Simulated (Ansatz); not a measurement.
Relaxation of CH5Cl2FSi2 (11 atoms, charge 0, multiplicity 1), to a largest force component of 0.015 eV/Å in at most 40 steps.

All numbers below come from RKS PBE0-D4/6-31G in Ansatz.

```xyz
11
Properties=species:S:1:pos:R:3
F -1.354 -1.830 0.166
Si -0.651 -0.489 -0.423
Si 1.595 -0.694 -0.172
C -1.208 1.023 0.418
Cl -2.945 1.182 0.450
Cl -0.414 2.487 -0.169
H -0.935 -0.431 -1.877
H 2.172 -1.886 -0.875
H 2.013 -0.800 1.317
H 2.341 0.483 -0.706
H -0.868 0.975 1.542
```

Q: Where does it end, and by what steps?

A: It converged. Limits of this set-up: no polarisation functions. After 12 steps the energy has fallen by 0.708 eV; H10 moved furthest, 0.34 Å.

| step | energy less start (eV) | largest force component (eV/Å) | accepted |
| --- | --- | --- | --- |
| 0 | 0.0000 | 4.265 | yes |
| 1 | -0.5599 | 1.727 | yes |
| 2 | -0.6926 | 0.200 | yes |
| 3 | -0.6994 | 0.173 | yes |
| 4 | -0.7037 | 0.089 | yes |
| 5 | -0.7049 | 0.053 | yes |
| 6 | -0.7062 | 0.032 | yes |
| 7 | -0.7071 | 0.033 | yes |
| 8 | -0.7074 | 0.037 | yes |
| 9 | -0.7078 | 0.032 | yes |
| 10 | -0.7079 | 0.025 | yes |
| 11 | -0.7080 | 0.016 | yes |
| 12 | -0.7080 | 0.009 | yes |

```xyz
11
Properties=species:S:1:pos:R:3
F -1.352 -1.891 0.134
Si -0.581 -0.496 -0.476
Si 1.744 -0.702 -0.197
C -1.247 0.984 0.557
Cl -3.053 1.235 0.290
Cl -0.284 2.488 0.032
H -1.061 -0.273 -1.877
H 2.182 -2.057 -0.667
H 2.090 -0.528 1.253
H 2.414 0.363 -1.010
H -1.108 0.898 1.632
```

Time of the run: 68 s on 1 thread of Arm Neoverse V2, with other jobs on the host, peak memory 0.21 GiB.
